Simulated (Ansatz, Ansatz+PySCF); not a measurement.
```xyz
2

Mn    0.0000    0.0000    0.0000
H     0.0000    0.0000    2.4220
```

Basis set: def2-SVP (spherical functions). Charge 0, multiplicity 7.

Computed with Ansatz (development build ahead of 0.2.0); each method stands on the lowest determinant of its kind that the runs found.

Task: Give the atomization energy at this shape (free ground-state atoms in the same class of orbitals less the molecule, no zero-point energy) of septet MnH by PBE0 (unrestricted), UHF.

Result:

| method | atomization energy |
| --- | --- |
| PBE0 (unrestricted) | 0.83 eV |
| UHF | 0.50 eV |

Caution: the shape is not the minimum.
